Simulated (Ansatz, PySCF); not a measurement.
Gas-phase reaction in SMILES: OB(O)O[SiH3] -> [O]B(O)O[SiH3] + H atom (the H-O bond at the site shown breaks; other sites are not compared here)
Each molecule is optimised on its own at B3LYP-D3(BJ)/def2-TZVP (Ansatz, an electronic-structure program), one conformer each, not searched for the lowest. Frequencies are from Ansatz or PySCF.

Wanted: bond dissociation energy (enthalpy at 298 K, with B3LYP-D3(BJ) rigid-rotor harmonic-oscillator terms), in kJ/mol. Valence correlation only, unless marked. Open shells are spin-unrestricted. Spin-orbit coupling is left out. Non-relativistic. CBS marks a two-point X^-3 extrapolation of the correlation energy; Hartree-Fock from the larger set.

CCSD(T)/CBS(cc-pV(T+d)Z,cc-pV(Q+d)Z) (Ansatz) gives 485.7 kJ/mol.

Problem. Another calculation gave 468.6 kJ/mol. Which level was it?
(A) PBE0/def2-TZVPD (Ansatz)
(B) B2GP-PLYP/def2-TZVPD (Ansatz)
(C) BHLYP/def2-TZVPD (Ansatz)
(D) SVWN5/def2-TZVPD (Ansatz)

Solution. B, B2GP-PLYP/def2-TZVPD (Ansatz). The others give 458.0 (PBE0), 447.0 (BHLYP), 528.9 (SVWN5) kJ/mol.
